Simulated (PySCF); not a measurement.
C$_{6}$H$_{12}$O, singlet, geometry from GFN2-xTB, with bond 11-2 at 1.8 times its length; CASSCF(8,7)/STO-3G (PySCF).

The PySCF input:
```python
from pyscf import gto, scf, mcscf
import numpy

mol = gto.Mole()
mol.atom = '''
    C    -2.105523   -1.465945    0.281531
    C    -1.122744   -0.304029    0.393437
    C    -1.711635    0.959834   -0.227846
    C     0.203718   -0.658031   -0.285751
    C     1.321332    0.306175    0.052005
    C     2.447284    0.321543   -0.953884
    O     1.325824    0.993924    1.040410
    H    -1.708356   -2.358291    0.760659
    H    -3.047732   -1.212282    0.761209
    H    -2.305638   -1.696039   -0.763480
    H    -0.752952    0.048861    2.296023
    H    -1.920234    0.805100   -1.285376
    H    -2.640605    1.229549    0.268585
    H    -1.017560    1.790367   -0.126479
    H     0.078213   -0.712000   -1.368887
    H     0.536686   -1.643491    0.055308
    H     3.309842    0.842692   -0.547369
    H     2.109802    0.844896   -1.847180
    H     2.721698   -0.691202   -1.237657
'''
mol.basis = 'sto-3g'
mol.charge = 0
mol.spin = 0
mol.verbose = 4
mol.build()

mf = scf.RHF(mol)
mf.kernel()
mc = mcscf.CASSCF(mf, 7, 8)
mc.fix_spin_(ss=0.0)
mc.kernel()
occ = numpy.linalg.eigvalsh(mc.fcisolver.make_rdm1(mc.ci, mc.ncas, mc.nelecas))[::-1]
ss = mc.fcisolver.spin_square(mc.ci, mc.ncas, mc.nelecas)[0]
print('natural occupations', occ.round(4), ' <S^2>', round(ss, 4))
```

**Question.** Predict the main parts of the log of this PySCF run.

**Answer.** 
```
PySCF version 2.14.0

[INPUT] verbose = 4
[INPUT] num. atoms = 19
[INPUT] num. electrons = 56
[INPUT] charge = 0
[INPUT] spin (= nelec alpha-beta = 2S) = 0
[INPUT] symmetry False subgroup None
[INPUT] Mole.unit = angstrom
[INPUT] Symbol           X                Y                Z      unit          X                Y                Z       unit  Magmom
[...]
nuclear repulsion = 311.16434297887
number of shells = 33
number of NR pGTOs = 141
number of NR cGTOs = 47
basis = sto-3g
ecp = {}

******** <class 'pyscf.scf.hf.RHF'> ********
method = RHF
initial guess = minao
damping factor = 0
level_shift factor = 0
DIIS = <class 'pyscf.scf.diis.CDIIS'>
diis_start_cycle = 1
diis_space = 8
diis_damp = 0
SCF conv_tol = 1e-09
SCF conv_tol_grad = None
SCF max_cycles = 50
direct_scf = True
direct_scf_tol = 1e-13
Set gradient conv threshold to 3.16228e-05
Initial guess from minao.
init E= -306.183400988253
[...]
cycle= 1 E= -304.851232473887  delta_E= 1.33  |g|= 0.708  |ddm|=  5.1
[...]
cycle= 2 E= -304.971437155832  delta_E= -0.12  |g|= 0.569  |ddm|= 1.54
[...]
cycle= 3 E= -305.054787011478  delta_E= -0.0833  |g|= 0.0583  |ddm|= 0.638
[...]
cycle= 4 E= -305.057193815512  delta_E= -0.00241  |g|= 0.0172  |ddm|= 0.153
[...]
cycle= 5 E= -305.057419733138  delta_E= -0.000226  |g|= 0.00725  |ddm|= 0.0454
[...]
cycle= 6 E= -305.057451258018  delta_E= -3.15e-05  |g|= 0.0017  |ddm|= 0.0195
[...]
cycle= 7 E= -305.057452639261  delta_E= -1.38e-06  |g|= 0.000457  |ddm|= 0.00386
[...]
cycle= 8 E= -305.05745273582  delta_E= -9.66e-08  |g|= 0.000131  |ddm|= 0.00105
[...]
cycle= 9 E= -305.057452744021  delta_E= -8.2e-09  |g|= 2.18e-05  |ddm|= 0.000266
[...]
cycle= 10 E= -305.05745274463  delta_E= -6.1e-10  |g|= 1.11e-05  |ddm|= 7.24e-05
[...]
Extra cycle  E= -305.057452744786  delta_E= -1.55e-10  |g|= 7.91e-06  |ddm|= 2.83e-05
converged SCF energy = -305.057452744786

******** <class 'pyscf.mcscf.mc1step.CASSCF'> ********
CAS (4e+4e, 7o), ncore = 24, nvir = 16
max_cycle_macro = 50
max_cycle_micro = 4
conv_tol = 1e-07
conv_tol_grad = None
orbital rotation max_stepsize = 0.02
orbital rotation threshold for CI restart = 0.01
augmented hessian ah_max_cycle = 30
augmented hessian ah_conv_tol = 1e-12
augmented hessian ah_linear dependence = 1e-14
augmented hessian ah_level shift = 1e-08
augmented hessian ah_start_tol = 2.5
augmented hessian ah_start_cycle = 3
augmented hessian ah_grad_trust_region = 3
kf_trust_region = 3
kf_interval = 4
ci_response_space = 4
ci_grad_trust_region = 3
with_dep4 0
natorb = False
canonicalization = True
sorting_mo_energy = False
ao2mo_level = 2
internal_rotation = False
******** <class 'pyscf.fci.addons.SpinPenaltyFCISolver'> ********
max. cycles = 50
conv_tol = 1e-08
davidson only = True
linear dependence = 1e-12
level shift = 0.001
max iter space = 12
nroots = 1
pspace_size = 400
spin = None
CASCI E = -305.162436449231  S^2 = 0.0000000
Set conv_tol_grad to 0.000316228
macro iter   1 ( 21 JK    4 micro), CASSCF E = -305.194957668629  dE = -3.25212194e-02  S^2 = 0.0000000
               |grad[o]|=0.072  |grad[c]|=0.0812  |ddm|=0.0529  |maxRot[o]|=0.179
macro iter   2 ( 21 JK    4 micro), CASSCF E = -305.203801222806  dE = -8.84355418e-03  S^2 = 0.0000000
               |grad[o]|=0.0297  |grad[c]|=0.0281  |ddm|=0.0243  |maxRot[o]|= 0.27
macro iter   3 ( 21 JK    4 micro), CASSCF E = -305.210428903500  dE = -6.62768069e-03  S^2 = 0.0000000
               |grad[o]|=0.0185  |grad[c]|=0.0248  |ddm|=0.0146  |maxRot[o]|=0.294
macro iter   4 ( 17 JK    4 micro), CASSCF E = -305.210977608474  dE = -5.48704975e-04  S^2 = 0.0000000
               |grad[o]|=0.00775  |grad[c]|=0.0219  |ddm|=0.0037  |maxRot[o]|=0.0781
macro iter   5 (  7 JK    2 micro), CASSCF E = -305.211059787009  dE = -8.21785342e-05  S^2 = 0.0000000
               |grad[o]|=0.00333  |grad[c]|=0.00243  |ddm|=0.000643  |maxRot[o]|=0.0699
macro iter   6 (  7 JK    2 micro), CASSCF E = -305.211118687936  dE = -5.89009275e-05  S^2 = 0.0000000
[...]
               |grad[o]|=0.000795  |grad[c]|=0.000309  |ddm|=0.000408  |maxRot[o]|=0.0383
macro iter  20 (  7 JK    2 micro), CASSCF E = -305.212737667363  dE = -4.62333589e-05  S^2 = 0.0000000
               |grad[o]|=0.000565  |grad[c]|=0.000903  |ddm|=0.000589  |maxRot[o]|=0.0517
macro iter  21 (  9 JK    3 micro), CASSCF E = -305.212695863689  dE =  4.18036744e-05  S^2 = 0.0000000
               |grad[o]|=0.00039  |grad[c]|=0.000514  |ddm|=0.00054  |maxRot[o]|=0.043
macro iter  22 ( 21 JK    4 micro), CASSCF E = -305.212699801260  dE = -3.93757125e-06  S^2 = 0.0000000
               |grad[o]|=0.000541  |grad[c]|=0.000869  |ddm|=0.000215  |maxRot[o]|=0.00684
macro iter  23 (  7 JK    2 micro), CASSCF E = -305.212733287939  dE = -3.34866792e-05  S^2 = 0.0000000
               |grad[o]|=0.000412  |grad[c]|=0.000436  |ddm|=0.000385  |maxRot[o]|=0.0355
macro iter  24 (  5 JK    2 micro), CASSCF E = -305.212743449526  dE = -1.01615869e-05  S^2 = 0.0000000
               |grad[o]|=0.000248  |grad[c]|=0.000389  |ddm|=0.000287  |maxRot[o]|=0.0214
macro iter  25 (  9 JK    3 micro), CASSCF E = -305.212708817399  dE =  3.46321270e-05  S^2 = 0.0000000
               |grad[o]|=0.000199  |grad[c]|=0.00076  |ddm|=0.000591  |maxRot[o]|=0.0453
macro iter  26 ( 21 JK    4 micro), CASSCF E = -305.212710673095  dE = -1.85569633e-06  S^2 = 0.0000000
               |grad[o]|=0.000506  |grad[c]|=0.000821  |ddm|=0.000193  |maxRot[o]|=0.00608
macro iter  27 (  7 JK    2 micro), CASSCF E = -305.212739267390  dE = -2.85942945e-05  S^2 = 0.0000000
               |grad[o]|=0.000361  |grad[c]|=0.000514  |ddm|=0.000389  |maxRot[o]|=0.0352
macro iter  28 (  9 JK    3 micro), CASSCF E = -305.212709119590  dE =  3.01477996e-05  S^2 = 0.0000000
               |grad[o]|=0.000208  |grad[c]|=0.000413  |ddm|=0.00046  |maxRot[o]|=0.0354
macro iter  29 ( 21 JK    4 micro), CASSCF E = -305.212711911812  dE = -2.79222149e-06  S^2 = 0.0000000
               |grad[o]|=0.000445  |grad[c]|=0.000685  |ddm|=0.00017  |maxRot[o]|=0.0157
macro iter  30 (  7 JK    2 micro), CASSCF E = -305.212741148403  dE = -2.92365913e-05  S^2 = 0.0000000
               |grad[o]|=0.000347  |grad[c]|=0.00103  |ddm|=0.000396  |maxRot[o]|=0.0322
macro iter  31 (  9 JK    3 micro), CASSCF E = -305.212719834981  dE =  2.13134215e-05  S^2 = 0.0000000
               |grad[o]|=0.000229  |grad[c]|=0.000417  |ddm|=0.000356  |maxRot[o]|=0.0339
macro iter  32 ( 21 JK    4 micro), CASSCF E = -305.212727125615  dE = -7.29063379e-06  S^2 = 0.0000000
               |grad[o]|=0.000434  |grad[c]|=0.000751  |ddm|=0.000223  |maxRot[o]|=0.0278
macro iter  33 (  7 JK    2 micro), CASSCF E = -305.212744438785  dE = -1.73131702e-05  S^2 = 0.0000000
               |grad[o]|=0.000325  |grad[c]|=0.00185  |ddm|=0.000176  |maxRot[o]|=0.0316
macro iter  34 (  6 JK    2 micro), CASSCF E = -305.212742167425  dE =  2.27136081e-06  S^2 = 0.0000000
               |grad[o]|=0.00017  |grad[c]|=0.000935  |ddm|=0.000104  |maxRot[o]|=0.00854
macro iter  35 ( 14 JK    3 micro), CASSCF E = -305.212744236648  dE = -2.06922346e-06  S^2 = 0.0000000
               |grad[o]|=0.000664  |grad[c]|=0.000641  |ddm|=0.000137  |maxRot[o]|=0.00945
macro iter  36 (  6 JK    1 micro), CASSCF E = -305.212745847724  dE = -1.61107573e-06  S^2 = 0.0000000
               |grad[o]|=9.68e-05  |grad[c]|=0.000463  |ddm|=7.97e-05  |maxRot[o]|=0.0109
macro iter  37 (  4 JK    1 micro), CASSCF E = -305.212745866168  dE = -1.84445526e-08  S^2 = 0.0000000
               |grad[o]|=6.61e-05  |grad[c]|=6.5e-05  |ddm|=2.72e-05  |maxRot[o]|=0.000884
1-step CASSCF converged in  37 macro (388 JK  96 micro) steps
CASSCF canonicalization
Density matrix diagonal elements [1.97215529 1.89402774 1.99477078 1.71833786 0.28353491 0.1177637
 0.01940972]
CASSCF energy = -305.212745866168
CASCI E = -305.212745866168  E(CI) = -13.3837296429907  S^2 = 0.0000000
natural occupations [1.9971 1.9809 1.8865 1.7165 0.2836 0.1164 0.0191]  <S^2> 0.0
```
